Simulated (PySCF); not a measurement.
F6Te, charge -1, doublet (typed; the unrestricted solution is spin-contaminated), geometry from GFN2-xTB (a state made from the parent by changing its charge; the spin is typed, not shown lowest) (all electrons, no relativity) (in this run its highest filled SCF level lies above zero, so its values depend strongly on the basis, on diffuse functions most of all). Base run: HF/STO-3G run with PySCF.

Input for PySCF:
```python
from pyscf import gto, scf

mol = gto.Mole()
mol.atom = '''
    F    -0.140929   -1.200828   -1.830938
    Te   -0.114108   -0.132515    0.024204
    F     1.768169   -0.159069   -0.422855
    F     0.684413   -1.276004    1.648508
    F    -0.129365    1.323913   -1.249419
    F     0.458168    1.270398    1.227478
    F    -1.981166    0.807230    0.487384
'''
mol.basis = 'sto-3g'
mol.charge = -1
mol.spin = 1
mol.verbose = 4
mol.build()

mf = scf.UHF(mol)
mf.kernel()
mf.analyze()
```

The base run was repeated with changes; each row names its change, and settings that it needs were set with it.

```tsv
change	basis functions	E (Eh)	HOMO (eV)
base	57	-7134.86492	0.18
basis = jorge-DZP-DKH; relativity = spin-free X2C; nucleus = Gaussian (with mol.nucmod = 'G')	138	-7382.45680	-8.94
basis = jorge-DZP-DKH; relativity = spin-free X2C	138	-7382.64085	-8.94
basis = x2c-SVPall; relativity = spin-free X2C	120	-7386.88186	-8.61
basis = ANO-RCC-VDZP; relativity = spin-free X2C; nucleus = Gaussian (with mol.nucmod = 'G')	127	-7387.96831	-9.50
basis = x2c-SVPall; relativity = spin-free X2C; nucleus = Gaussian (with mol.nucmod = 'G')	120	-7386.71889	-8.61
basis = jorge-DZP-DKH; relativity = none	138	-7138.89658	-9.00
basis = ANO-RCC-VDZP; relativity = spin-free X2C	127	-7388.18573	-9.50
basis = x2c-SVPall; relativity = none	120	-7036.41874	-7.27
basis = ANO-RCC-VDZP; relativity = none	127	-6991.47318	-8.17
```

Total energies compare only within one method and basis.

Open shells are given as the SCF converged; they aren't shown to be the lowest states, and a large step between rows can be another state.

Basis sets contracted for a relativistic Hamiltonian are a mismatch without it, so the rows without relativity aren't non-relativistic limits. No row has spin-orbit coupling; sets with core potentials leave out the core electrons.
